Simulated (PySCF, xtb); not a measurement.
Ga(H)(SiH3)2 (GaH7Si2), SMILES [SiH3][GaH][SiH3].

GFN2-xTB in xtb at its own geometry gives an orbital gap of 3.30 eV and a dipole moment of 1.62 D.

Geometry optimised at ωB97X-D3(BJ)/def2-SVP.

Question: What does r2SCAN/def2-TZVP (PySCF) give? (Estimate from the structure and the level; the computed values follow.)

Answer: gap 3.49 eV (levels -6.51 and -3.02 eV), dipole 0.16 D.
